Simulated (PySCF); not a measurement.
Compound: C5H9Cl2 (doublet state).
Geometry (GFN2-xTB, Å), atoms numbered from 1 in this order:
```
atom  x, y, z in Å
C1     0.2182   -0.0921   -1.5977
C2     0.0685    0.0252   -0.1321
C3     1.3613   -0.4308    0.5667
C4    -0.2830    1.4550    0.2776
C5    -1.0576   -0.9538    0.2925
Cl6   -1.3672   -0.9274    2.0434
Cl7   -2.5756   -0.5861   -0.5544
H8    -0.1338    0.6794   -2.2519
H9     0.6183   -0.9907   -2.0256
H10    1.2409   -0.3986    1.6459
H11    2.1749    0.2319    0.2853
H12    1.6206   -1.4449    0.2726
H13    0.5007    2.1327   -0.0503
H14   -0.3790    1.5293    1.3576
H15   -1.2212    1.7615   -0.1775
H16   -0.7935   -1.9818    0.0364
```

The hyperfine couplings belong to this conformer and change with its torsions.

The species is `CC(C)(C(Cl)Cl)[CH2]` [radical].

Theory: PySCF, UKS B3LYP, pcH-1 on C Cl H, non-relativistic, mean-field spin-orbit, GIAO. One conformer (not necessarily the lowest) at the GFN2-xTB geometry, without solvent, vibrations or thermal averaging. The geometry wasn't refined by DFT: couplings that depend on bond lengths, twists or pyramidal angles can differ widely from those at the functional's own minimum. Stability of the SCF solution: not tested.

(1) The isotropic 13C couplings, averaged over equivalent nuclei, are +107.2, +92.1, -28.5, +19.5 MHz. Assign them to C1; C2; C3/C4; C5.

(2) Match the computed a_iso(1H) values -63.1, -2.7, +1.8 MHz (means over equivalent nuclei) with the sites H8/H9; H10 (×6); H16.

Answers

(1) 
```csv
site,a_iso (MHz),ρ(0) (bohr⁻³),position,distance from C1 (Å),spin population,largest |T| (MHz)
C1,+92.1,+0.0820,largest spin population,0.00,+1.07,163.0
C2,-28.5,-0.0254,1 bond from C1,1.48,-0.07,2.3
C3/C4,+19.5,+0.0174,2 bonds from C1,2.48,+0.01,4.5
C5,+107.2,+0.0953,2 bonds from C1,2.44,+0.03,6.3
```

(2) 
```tsv
site	a_iso (MHz)	ρ(0) (bohr⁻³)	position	distance from C1 (Å)	bound to	spin population there	largest |T| (MHz)
H8/H9	-63.1	-0.0141	α, 1 bond from C1	1.07	C1	+1.07	39.9
H10 (×6)	+1.8	+0.0004	γ, 3 bonds from C1	2.96	C3/C4	+0.01	5.6
H16	-2.7	-0.0006	γ, 3 bonds from C1	2.70	C5	+0.03	6.9
```

ρ(0) is the spin density at the nucleus and T the dipolar tensor; a_iso includes a spin–orbit part; entries for several nuclei are means. The Mulliken spin populations are largest on C1 (+1.07) and C2 (-0.07). C1 is the only atom above +0.15. The angles at C1 add up to 359.8°, so it is planar; its axial dipolar tensor and the negative couplings of its protons fit spin in a p orbital normal to that plane.

Means are taken over nuclei equivalent by connectivity, which assumes that they swap fast. The six 1H nuclei of mean +1.8 MHz run from -1.6 to 15.6 MHz in the frozen geometry. The 13C value of +19.5 MHz is a mean of couplings from 4.0 to 35.0 MHz in this one geometry, not an average over conformers.
